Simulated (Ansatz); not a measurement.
`[NH2][Al]([F])[Br]` + NH₃ → `[NH2][Al]([NH2])[F]` + HBr at 400 K and 1 bar (ligand exchange at the Al–Br bond).

Gas-phase electronic energies from Ansatz, PBE0-D4/def2-TZVP geometries. CCSD(T)/CBS is the MP2 limit (def2-TZVPP, def2-QZVPP) plus CCSD(T) − MP2 in def2-TZVPP, frozen cores. This one scheme is used for every species. For Br outer-core shells are correlated without core-valence functions, which leaves a few kJ/mol of doubt a bond. Scalar relativity is left out up to krypton. One conformer a species, not always the lowest.

| species | CCSD(T)/CBS energy (Eh) | H − E (kJ/mol) | S (J/(mol·K)) |
| --- | --- | --- | --- |
| `[NH2][Al]([F])[Br]` | -2971.22802 | 104.6 | 354.5 |
| NH₃ | -56.50880 | 104.2 | 203.1 |
| `[NH2][Al]([NH2])[F]` | -453.78851 | 171.4 | 346.5 |
| HBr | -2573.91920 | 27.6 | 207.2 |

H − E and S are ideal-gas, rigid-rotor, harmonic terms from PBE0-D4/def2-TZVP, for one conformer and one mirror image of each species. 1 Eh = 2625.50 kJ/mol, R = 8.31446 J/(mol·K).

Problem. By hand: ΔE, ΔH, ΔS and ΔG.

Solution. ΔE = (-453.78851) + (-2573.91920) − (-2971.22802) − (-56.50880) = 0.02911 Eh = 76.4 kJ/mol. Δ(H − E) = 171.4 + 27.6 − 104.6 − 104.2 = -9.8, so ΔH = 66.6 kJ/mol. ΔS = 346.5 + 207.2 − 354.5 − 203.1 = -3.9 J/(mol·K). ΔG = 66.6 − 400 × (-3.9)/1000 = 68.2 kJ/mol.

Problem. By hand: the equilibrium constant, and the temperature at which ΔG would vanish if ΔH and ΔS stayed fixed.

Solution. log₁₀ K = −ΔG/(RT ln 10) = -8.9. ΔH and −TΔS have one sign here, so there is no such temperature.

The number of gas molecules stays the same, so ΔS is small and ΔH decides. A doubt of 5 kJ/mol in ΔE shifts log₁₀ K by 0.7 here. Other conformers and mirror images would add mixing entropy, several J/(mol·K) or more a flexible species. These are equilibria of isolated gas molecules and say nothing of rates. Largest T1 diagnostic: 0.010 (customary marks: 0.02 for closed shells, 0.045 for open ones).

ΔS is within the doubt of such terms, so its sign, and with it that verdict, could turn.
